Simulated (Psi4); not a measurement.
methyl chloride (CH3Cl), singlet, at a GFN2-xTB geometry, atoms displaced at random by about 0.08 Å a coordinate; HF/6-31G, gradient (Psi4).

Input for Psi4:
```
memory 2 GB

molecule {
0 1
C     0.06911792    0.15484926   -1.12019928
Cl    0.03807525   -0.00657800    0.72664379
H    -0.10395826    1.04190863   -1.44127813
H     0.97607733   -0.43909251   -1.46749012
H    -0.94798599   -0.47449828   -1.48063136
symmetry c1
no_reorient
no_com
}

set {
  basis 6-31g
}

gradient('scf')
print_variables()
```

What the program printed (banner, timings and long lists left out):

```
gradient() will perform analytic gradient computation.

   => Loading Basis Set <=

    Name: 6-31G
    Role: ORBITAL
    Keyword: BASIS

         ---------------------------------------------------------
                                   SCF
               by Justin Turney, Rob Parrish, Andy Simmonett
                          and Daniel G. A. Smith
                              RHF Reference
         ---------------------------------------------------------

  ==> Geometry <==

    Molecular point group: c1
    Full point group: C1

    Geometry (in Angstrom), charge = 0, multiplicity = 1:

       Center              X                  Y                   Z               Mass
    ------------   -----------------  -----------------  -----------------  -----------------
         C            0.069117920000     0.154849260000    -1.120199280000    12.000000000000
         CL           0.038075250000    -0.006578000000     0.726643790000    34.968852682000
         H           -0.103958260000     1.041908630000    -1.441278130000     1.007825032230
         H            0.976077330000    -0.439092510000    -1.467490120000     1.007825032230
         H           -0.947985990000    -0.474498280000    -1.480631360000     1.007825032230

  Running in c1 symmetry.

  Rotational constants: A =      4.63391  B =      0.40334  C =      0.40007 [cm^-1]
  Rotational constants: A = 138921.23949  B =  12091.73384  C =  11993.91384 [MHz]
  Nuclear repulsion =   49.712719519505747

  Charge       = 0
  Multiplicity = 1
  Electrons    = 26
  Nalpha       = 13
  Nbeta        = 13

  ==> Algorithm <==

  SCF Algorithm Type is DF.
  DIIS enabled.
  MOM disabled.
  Fractional occupation disabled.
  Guess Type is SAD.
  Energy threshold   = 1.00e-08
  Density threshold  = 1.00e-08
  Integral threshold = 1.00e-12

  ==> Primary Basis <==

  Basis Set: 6-31G
    Blend: 6-31G
    Number of shells: 18
    Number of basis functions: 28
    Number of Cartesian functions: 28
    Spherical Harmonics?: false
    Max angular momentum: 1

   => Loading Basis Set <=

    Name: (6-31G AUX)
    Role: JKFIT
    Keyword: DF_BASIS_SCF

  ==> Integral Setup <==

  SCF_SUBTYPE=INCORE selected. In-core MEM_DF algorithm will be used.
  Using in-core AOs.

  ==> MemDFJK: Density-Fitted J/K Matrices <==

    J tasked:                   Yes
    K tasked:                   Yes
    wK tasked:                   No
    Algorithm:                 Core
    Schwarz Cutoff:           1E-12
    Mask sparsity (%):       0.2551
    Fitting Condition:        1E-10

   => Auxiliary Basis Set <=

  Basis Set: (6-31G AUX)
    Blend: CC-PVDZ-JKFIT
    Number of shells: 87
    Number of basis functions: 286
    Number of Cartesian functions: 286
    Spherical Harmonics?: false
    Max angular momentum: 3

  Minimum eigenvalue in the overlap matrix is 2.0751560814E-02.
  Reciprocal condition number of the overlap matrix is 4.8772894273E-03.
    Using symmetric orthogonalization.

  ==> Pre-Iterations <==

  SCF Guess: Superposition of Atomic Densities via on-the-fly atomic UHF (no occupation information).

   -------------------------
    Irrep   Nso     Nmo
   -------------------------
     A         28      28
   -------------------------
    Total      28      28
   -------------------------

  ==> Iterations <==

                           Total Energy        Delta E     RMS |[F,P]|

   @DF-RHF iter SAD:  -498.50561958227263   -4.98506e+02   0.00000e+00
   @DF-RHF iter   1:  -499.00387066222027   -4.98251e-01   5.10135e-03 ADIIS/DIIS
   @DF-RHF iter   2:  -499.02020088123720   -1.63302e-02   1.25124e-03 ADIIS/DIIS
   @DF-RHF iter   3:  -499.02126561867738   -1.06474e-03   3.61976e-04 ADIIS/DIIS
   @DF-RHF iter   4:  -499.02136988120310   -1.04263e-04   6.99247e-05 DIIS
   @DF-RHF iter   5:  -499.02137465828304   -4.77708e-06   2.14450e-05 DIIS
   @DF-RHF iter   6:  -499.02137494373812   -2.85455e-07   5.17700e-06 DIIS
   @DF-RHF iter   7:  -499.02137497132111   -2.75830e-08   1.03220e-06 DIIS
   @DF-RHF iter   8:  -499.02137497289516   -1.57405e-09   1.67453e-07 DIIS
   @DF-RHF iter   9:  -499.02137497294473   -4.95675e-11   3.70693e-08 DIIS
   @DF-RHF iter  10:  -499.02137497294791   -3.18323e-12   5.72008e-09 DIIS
  Energy and wave function converged.

  ==> Post-Iterations <==

    Orbital Energies [Eh]
    ---------------------

    Doubly Occupied:

       1A   -104.808075     2A    -11.316341     3A    -10.548110
       4A     -8.016575     5A     -8.012545     6A     -8.012494
       7A     -1.120801     8A     -0.930135     9A     -0.656914
      10A     -0.578143    11A     -0.522380    12A     -0.441791
      13A     -0.429636

    Virtual:

      14A      0.167563    15A      0.219928    16A      0.254772
      17A      0.308975    18A      0.606287    19A      0.646421
      20A      0.654649    21A      0.695173    22A      0.735884
      23A      0.788052    24A      0.816917    25A      1.058054
      26A      1.135895    27A      1.337104    28A      1.359384

    Final Occupation by Irrep:
              A
    DOCC [    13 ]
    NA   [    13 ]
    NB   [    13 ]

  @DF-RHF Final Energy:  -499.02137497294791

   => Energetics <=

    Nuclear Repulsion Energy =             49.7127195195057467
    One-Electron Energy =                -786.6803124814076682
    Two-Electron Energy =                 237.9462179889540039
    Total Energy =                       -499.0213749729479105

Computation Completed

Properties will be evaluated at   0.000000,   0.000000,   0.000000 [a0]

Properties computed using the SCF density matrix

 Multipole Moments:

 ------------------------------------------------------------------------------------
     Multipole            Electronic (a.u.)      Nuclear  (a.u.)        Total (a.u.)
 ------------------------------------------------------------------------------------

 L = 1.  Multiply by 2.5417464519 to convert [e a0] to [Debye]
 Dipole X            :         -1.8615697            1.8634964            0.0019267
 Dipole Y            :         -1.7138741            1.7869012            0.0730272
 Dipole Z            :         -3.3932609            2.3476996           -1.0455613
 Magnitude           :                                                    1.0481103

 ------------------------------------------------------------------------------------

         ------------------------------------------------------------
                                   SCF GRAD
                          Rob Parrish, Justin Turney,
                       Andy Simmonett, and Alex Sokolov
         ------------------------------------------------------------

  ==> Geometry <==

    Molecular point group: c1
    Full point group: C1

    Geometry (in Angstrom), charge = 0, multiplicity = 1:

       Center              X                  Y                   Z               Mass
    ------------   -----------------  -----------------  -----------------  -----------------
         C            0.069117920000     0.154849260000    -1.120199280000    12.000000000000
         CL           0.038075250000    -0.006578000000     0.726643790000    34.968852682000
         H           -0.103958260000     1.041908630000    -1.441278130000     1.007825032230
         H            0.976077330000    -0.439092510000    -1.467490120000     1.007825032230
         H           -0.947985990000    -0.474498280000    -1.480631360000     1.007825032230

  Nuclear repulsion =   49.712719519505747

  ==> Basis Set <==

  Basis Set: 6-31G
    Blend: 6-31G
    Number of shells: 18
    Number of basis functions: 28
    Number of Cartesian functions: 28
    Spherical Harmonics?: false
    Max angular momentum: 1

  ==> DFJKGrad: Density-Fitted SCF Gradients <==

    Gradient:                    1
    J tasked:                  Yes
    K tasked:                  Yes
    wK tasked:                  No
    Integrals threads:           1
    Schwarz Cutoff:          1E-12
    Fitting Condition:       1E-10

   => Auxiliary Basis Set <=

  Basis Set: (6-31G AUX)
    Blend: CC-PVDZ-JKFIT
    Number of shells: 87
    Number of basis functions: 286
    Number of Cartesian functions: 286
    Spherical Harmonics?: false
    Max angular momentum: 3

  -Total Gradient:
     Atom            X                  Y                   Z
    ------   -----------------  -----------------  -----------------
       1        0.033323835069     0.193437079594    -0.002673296016
       2       -0.001991343103    -0.008714098314    -0.000504108791
       3        0.002560688302    -0.119437355082     0.031361863942
       4        0.030861556051    -0.032394113708    -0.007864770261
       5       -0.064754736320    -0.032891512490    -0.020319688876

  Variable Map:
  ----------------------------------------------------------------------------
  "CURRENT ENERGY"           =>    -499.021374972948
  "CURRENT REFERENCE ENERGY" =>    -499.021374972948
  "DD SOLVATION ENERGY"      =>       0.000000000000
  "HF KINETIC ENERGY"        =>     499.154664210586
  "HF POTENTIAL ENERGY"      =>    -998.176039183534
  "HF TOTAL ENERGY"          =>    -499.021374972948
  "HF VIRIAL RATIO"          =>       1.999732970065
  "NUCLEAR REPULSION ENERGY" =>      49.712719519506
  "ONE-ELECTRON ENERGY"      =>    -786.680312481408
  "PCM POLARIZATION ENERGY"  =>       0.000000000000
  "PE ENERGY"                =>       0.000000000000
  "SCF ITERATION ENERGY"     =>    -499.021374972948
  "SCF ITERATIONS"           =>      10.000000000000
  "SCF TOTAL ENERGY"         =>    -499.021374972948
  "TWO-ELECTRON ENERGY"      =>     237.946217988954

  Array Variable Map:
  ----------------------------------------------------------------------------
  "CURRENT DIPOLE"           =>       0.001926732539 ... -1.045561311200 1 by 3
  "CURRENT GRADIENT"         =>       0.033323835069 ... -0.020319688876 5 by 3
  "HF TOTAL GRADIENT"        =>       0.033323835069 ... -0.020319688876 5 by 3
  "SCF DIPOLE"               =>       0.001926732539 ... -1.045561311200 1 by 3
  "SCF TOTAL ENERGIES"       =>    -498.505619582273 ... -499.021374972948 1 by 11
  "SCF TOTAL GRADIENT"       =>       0.033323835069 ... -0.020319688876 5 by 3
```
